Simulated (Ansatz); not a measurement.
C4H8Si can be A, `C=CC(=C)[SiH3]`, or B, `CCC1=C[SiH2]1`.

Program: Ansatz. Geometries: PBE0-D4/def2-TZVP. ΔE: electronic, gas phase. CCSD(T)/CBS is the MP2 limit (def2-TZVPP, def2-QZVPP) plus CCSD(T) − MP2 in def2-TZVPP, frozen cores. DFT in def2-TZVPP. B3LYP here is the variant with VWN-RPA as its local correlation; programs differ in this. Each species was taken in one conformer, which may not be the lowest.

Problem. Which isomer does CCSD(T)/CBS put lower? Give the gap. (An estimate is asked.)

Solution. Ansatz gave: A, by 51.9 kJ/mol.

Problem. Give E(B) − E(A) in kJ/mol with ωB97M-V, B3LYP, CCSD(T)/def2-TZVPP, B2PLYP, PBE0-D4, r2SCAN-D4, MP2/def2-TZVPP. (An estimate is asked.)

Solution. Ansatz gave: ωB97M-V 42.8, B3LYP 59.1, CCSD(T)/def2-TZVPP 54.1, B2PLYP 54.7, PBE0-D4 36.6, r2SCAN-D4 43.5, MP2/def2-TZVPP 42.1. None reverses the order clearly.

Largest T1 diagnostic: 0.012.

From PBE to PBE0 (25 % exact exchange), in def2-TZVPP and without D4, E(B) − E(A) moves by −5.7 kJ/mol. In def2-TZVPP, CCSD(T) changes the Hartree–Fock value by −13.9 kJ/mol (the triples alone add +1.4 kJ/mol) and MP2 by −25.9 kJ/mol.
